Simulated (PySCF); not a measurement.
## Electron correlation in Cd (cadmium, neutral)

[Kr] 4d9 5s2 6s1, high-spin 3D determinant (an excited configuration). Calculation: PySCF 2.14, in aug-cc-pVTZ-PP with ECP28MDF; scalar relativity through the core potential. Frozen: 4s2 4p6; 12 electrons correlated.

```csv
level,correlation energy (mhartree)
CCSD,-388.15
(T),-14.77
CCSD(T),-402.92
```

Diagnostics: T1 = 0.014, D1 = 0.0550, largest double amplitude 0.068.

Task: Is a single reference adequate?

Result: Yes, within this model without spin-orbit coupling: T1 lies below 0.03 and no double amplitude reaches 0.07.
